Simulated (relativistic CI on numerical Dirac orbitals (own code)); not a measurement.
## Gd²³⁺: q coefficients and field-shift factors

Calculated at this level of theory: Dirac-Coulomb-Breit CI, KLI orbitals optimised for each configuration, derivatives by finite differences, unscaled Slater integrals, QED left out (own radial code, finite nucleus).

Configuration list (outside the closed core [Ar] 3d10): 4s2.4p6.4d5, 4s2.4p5.4d6, 4s2.4p4.4d7, 4s.4p6.4d6, 4p6.4d7, 4s2.4p6.4d4.5s, 4s2.4p6.4d4.5p, 4s2.4p6.4d3.5s2. Levels of other configurations are missing.

With x = (α/α₀)² − 1 an excitation energy changes as ω = ω₀ + qx; K = 2q/ω₀ is the relative enhancement. Terms are leading LS components, so labels can repeat. The field-shift factor is F = δν/δ⟨r²⟩ for the transition from the lowest level.

Lowest level 4s2.4p6.4d5 6S_5/2.

```csv
Level,ω₀ (cm⁻¹),q (cm⁻¹),K,F (GHz/fm²)
4s2.4p6.4d5 6S_5/2,45348.6,14650,0.646,0.343
4s2.4p6.4d5 4D_3/2,74533.9,30190,0.81,0.449
4s2.4p6.4d5 4G_7/2,74770.1,28820,0.771,0.639
4s2.4p6.4d5 4G_11/2,81950.9,31940,0.78,0.882
4s2.4p6.4d5 4D_5/2,87946.6,47450,1.08,0.855
4s2.4p6.4d5 4G_9/2,88376.1,37770,0.855,0.903
4s2.4p6.4d5 4P_1/2,90644.1,44240,0.976,0.661
4s2.4p6.4d5 2F_7/2,107401.0,39380,0.733,0.704
4s2.4p6.4d5 2D_5/2,113107.4,64220,1.14,1.17
4s2.4p6.4d5 4D_7/2,126176.9,76340,1.21,1.28
4s2.4p6.4d5 2D_3/2,126778.5,54730,0.863,1.14
4s2.4p6.4d5 2I_11/2,133060.7,79930,1.2,1.78
4s2.4p6.4d5 4D_1/2,134352.8,90870,1.35,1.48
```

At this charge energies of transitions that change n are usually good to better than 1 %, and those within a shell (Δn = 0) to a few per cent. Terms inside the open d or f shell come out 10 to 20 % too wide with unscaled integrals.
